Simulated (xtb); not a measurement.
Input for xtb: GFN2-xTB on C2H7F (a complex), monomers drawn apart or pushed together.

```
$ xtb mol.xyz --gfn 2 --sp --chrg 0 --uhf 0
10

C      0.00921336    -0.06723437     0.19097256
H     -0.35869810     0.61287556     0.95730673
H     -0.43650266    -1.05181114     0.33060710
H     -0.25914949     0.31170942    -0.79431912
H      1.09373677    -0.14630387     0.26221970
C      0.04268541     0.14016391     5.00759325
F     -0.59921484     1.27517279     4.52390688
H      0.89187925     0.45139702     5.61721576
H     -0.66421659    -0.43180733     5.60991787
H      0.38460245    -0.45549390     4.16083712
```

Output:

```
[...]
           -------------------------------------------------
          |                Calculation Setup                |
           -------------------------------------------------



molecular fragmentation (1/2 indicates fragments):
1111122222
# atoms in fragment 1/2:     5     5
 fragment masses (1/2) :       16.04       34.03
CMA distance (Bohr)    :   8.770
constraining FC (au)   :  0.0500

           -------------------------------------------------
          |                 G F N 2 - x T B                 |
           -------------------------------------------------

        Reference                      10.1021/acs.jctc.8b01176
      * Hamiltonian:
        H0-scaling (s, p, d)           1.850000    2.230000    2.230000
        zeta-weighting                 0.500000
      * Dispersion:
        s8                             2.700000
        a1                             0.520000
        a2                             5.000000
        s9                             5.000000
      * Repulsion:
        kExp                           1.500000    1.000000
        rExp                           1.000000
      * Coulomb:
        alpha                          2.000000
        third order                    shell-resolved
        anisotropic                    true
        a3                             3.000000
        a5                             4.000000
        cn-shift                       1.200000
        cn-exp                         4.000000
        max-rad                        5.000000


          ...................................................
          :                      SETUP                      :
          :.................................................:
          :  # basis functions                  19          :
          :  # atomic orbitals                  19          :
          :  # shells                           13          :
          :  # electrons                        22          :
          :  max. iterations                   250          :
          :  Hamiltonian                  GFN2-xTB          :
          :  restarted?                      false          :
          :  GBSA solvation                  false          :
          :  PC potential                    false          :
          :  electronic temp.          300.0000000     K    :
          :  accuracy                    1.0000000          :
          :  -> integral cutoff          0.2500000E+02      :
          :  -> integral neglect         0.1000000E-07      :
          :  -> SCF convergence          0.1000000E-05 Eh   :
          :  -> wf. convergence          0.1000000E-03 e    :
          :  Broyden damping             0.4000000          :
          :  net charge                          0          :
          :  unpaired electrons                  0          :
          ...................................................

 iter      E             dE          RMSdq      gap      omega  full diag
   1    -12.6624066 -0.126624E+02  0.345E+00   13.77       0.0  T
   2    -12.6936045 -0.311979E-01  0.163E+00   13.03       1.0  T
   3    -12.6941066 -0.502037E-03  0.803E-01   13.18       1.0  T
   4    -12.6942292 -0.122643E-03  0.109E-01   13.22       1.0  T
   5    -12.6942319 -0.271419E-05  0.539E-02   13.22       1.0  T
   6    -12.6942322 -0.244391E-06  0.813E-03   13.22       3.9  T
   7    -12.6942323 -0.784443E-07  0.897E-04   13.22      35.3  T
   8    -12.6942323 -0.127024E-08  0.385E-04   13.22      82.1  T

   *** convergence criteria satisfied after 8 iterations ***

         #    Occupation            Energy/Eh            Energy/eV
      -------------------------------------------------------------
         1        2.0000           -0.8039539             -21.8767
       ...           ...                  ...                  ...
         5        2.0000           -0.5393771             -14.6772
         6        2.0000           -0.5393189             -14.6756
         7        2.0000           -0.4658466             -12.6763
         8        2.0000           -0.4651835             -12.6583
         9        2.0000           -0.4644463             -12.6382
        10        2.0000           -0.4588399             -12.4857
        11        2.0000           -0.4587584             -12.4835 (HOMO)
        12                          0.0271364               0.7384 (LUMO)
        13                          0.1218339               3.3153
        14                          0.1591729               4.3313
        15                          0.1867590               5.0820
        16                          0.1878218               5.1109
       ...                                ...                  ...
        19                          0.2234528               6.0805
      -------------------------------------------------------------
                  HL-Gap            0.4858948 Eh           13.2219 eV
             Fermi-level           -0.2158110 Eh           -5.8725 eV

 SCC (total)                   0 d,  0 h,  0 min,  0.005 sec
 SCC setup                      ...        0 min,  0.000 sec (  2.629%)
 Dispersion                     ...        0 min,  0.000 sec (  1.386%)
 classical contributions        ...        0 min,  0.000 sec (  0.673%)
 integral evaluation            ...        0 min,  0.000 sec ( 10.949%)
 iterations                     ...        0 min,  0.002 sec ( 53.379%)
 molecular gradient             ...        0 min,  0.001 sec ( 26.006%)
 printout                       ...        0 min,  0.000 sec (  3.830%)

         :::::::::::::::::::::::::::::::::::::::::::::::::::::
         ::                     SUMMARY                     ::
         :::::::::::::::::::::::::::::::::::::::::::::::::::::
         :: total energy             -12.568520315519 Eh    ::
         :: gradient norm              0.023222556647 Eh/a0 ::
         :: HOMO-LUMO gap             13.221871514563 eV    ::
         ::.................................................::
         :: SCC energy               -12.694230055355 Eh    ::
         :: -> isotropic ES            0.016398369183 Eh    ::
         :: -> anisotropic ES          0.002717466605 Eh    ::
         :: -> anisotropic XC          0.001905892856 Eh    ::
         :: -> dispersion             -0.001823996150 Eh    ::
         :: repulsion energy           0.125709739836 Eh    ::
         :: add. restraining           0.000000000000 Eh    ::
         :: total charge              -0.000000000000 e     ::
         :::::::::::::::::::::::::::::::::::::::::::::::::::::

           -------------------------------------------------
          |                Property Printout                |
           -------------------------------------------------

    * Orbital Energies and Occupations

         #    Occupation            Energy/Eh            Energy/eV
      -------------------------------------------------------------
         1        2.0000           -0.8039539             -21.8767
         2        2.0000           -0.6221144             -16.9286
         3        2.0000           -0.5788696             -15.7518
         4        2.0000           -0.5404594             -14.7066
         5        2.0000           -0.5393771             -14.6772
         6        2.0000           -0.5393189             -14.6756
         7        2.0000           -0.4658466             -12.6763
         8        2.0000           -0.4651835             -12.6583
         9        2.0000           -0.4644463             -12.6382
        10        2.0000           -0.4588399             -12.4857
        11        2.0000           -0.4587584             -12.4835 (HOMO)
        12                          0.0271364               0.7384 (LUMO)
        13                          0.1218339               3.3153
Note: The following floating-point exceptions are signalling: IEEE_UNDERFLOW_FLAG IEEE_DENORMAL
normal termination of xtb
        14                          0.1591729               4.3313
        15                          0.1867590               5.0820
        16                          0.1878218               5.1109
        17                          0.2180922               5.9346
        18                          0.2183629               5.9420
        19                          0.2234528               6.0805
      -------------------------------------------------------------
                  HL-Gap            0.4858948 Eh           13.2219 eV
             Fermi-level           -0.2158110 Eh           -5.8725 eV

     #   Z          covCN         q      C6AA      α(0)
     1   6 C        3.698    -0.153    23.650     6.955
     2   1 H        0.925     0.044     2.402     2.423
     3   1 H        0.925     0.036     2.504     2.475
     4   1 H        0.925     0.038     2.476     2.461
     5   1 H        0.925     0.036     2.503     2.474
     6   6 C        3.555     0.059    20.497     6.610
     7   9 F        0.782    -0.253    11.797     4.057
     8   1 H        0.924     0.064     2.151     2.293
     9   1 H        0.924     0.064     2.151     2.293
    10   1 H        0.924     0.066     2.131     2.283

 Mol. C6AA /au·bohr⁶  :        547.023720
 Mol. C8AA /au·bohr⁸  :      10278.804845
 Mol. α(0) /au        :         34.324765


Wiberg/Mayer (AO) data.
largest (>0.10) Wiberg bond orders for each atom

 ---------------------------------------------------------------------------
     #   Z sym  total        # sym  WBO       # sym  WBO       # sym  WBO
 ---------------------------------------------------------------------------
     1   6 C    3.994 --     3 H    0.999     5 H    0.999     4 H    0.998
                             2 H    0.998
     2   1 H    0.998 --     1 C    0.998
     3   1 H    0.999 --     1 C    0.999
     4   1 H    0.999 --     1 C    0.998
     5   1 H    0.999 --     1 C    0.999
     6   6 C    3.894 --     8 H    0.982     9 H    0.982    10 H    0.982
                             7 F    0.949
     7   9 F    0.991 --     6 C    0.949
     8   1 H    0.996 --     6 C    0.982
     9   1 H    0.996 --     6 C    0.982
    10   1 H    0.996 --     6 C    0.982
 ---------------------------------------------------------------------------

Topologies differ in total number of bonds
Writing topology from bond orders to xtbtopo.mol

molecular dipole:
                 x           y           z       tot (Debye)
 q only:        0.361      -0.637       0.279
   full:        0.425      -0.752       0.325       2.346
molecular quadrupole (traceless):
                xx          xy          yy          xz          yz          zz
 q only:       -2.000       1.202      -3.971       4.734      -8.203       5.971
  q+dip:       -2.084       2.293      -5.456       5.180      -8.960       7.540
   full:       -2.195       1.934      -5.135       5.339      -9.241       7.329


           -------------------------------------------------
          | TOTAL ENERGY              -12.568520315519 Eh   |
          | GRADIENT NORM               0.023222556647 Eh/α |
          | HOMO-LUMO GAP              13.221871514563 eV   |
           -------------------------------------------------

------------------------------------------------------------------------
------------------------------------------------------------------------
 total:
 SCF:
```

The run finished.

Cost: very roughly 0.05 core-seconds.
